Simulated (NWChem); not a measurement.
# B2, triplet; SMILES [B][B]

```xyz
2

B      0.0000     0.0000    -0.8128
B      0.0000     0.0000     0.8128
```
Atoms are numbered in this order, from 1.

Program: NWChem. Spin-unrestricted. Medium grid unless said otherwise, to which SCAN and Minnesota functionals are sensitive. Geometry: optimised at PBE0/def2-SVP, spin-unrestricted. No stability test was run on the SCF state. B3LYP is NWChem's, with the RPA form of VWN correlation.

Problem. Order these by “highest occupied level (eV)”, lowest first: HCTH/407/def2-TZVP; B97-2/def2-TZVP; r2SCAN0/def2-TZVP; LC-wPBE (HJS exchange hole, range parameter 0.4 per bohr)/def2-TZVP.

Solution. LC-wPBE (HJS exchange hole, range parameter 0.4 per bohr)/def2-TZVP (-9.83), r2SCAN0/def2-TZVP (-7.36), B97-2/def2-TZVP (-6.74), HCTH/407/def2-TZVP (-6.24)
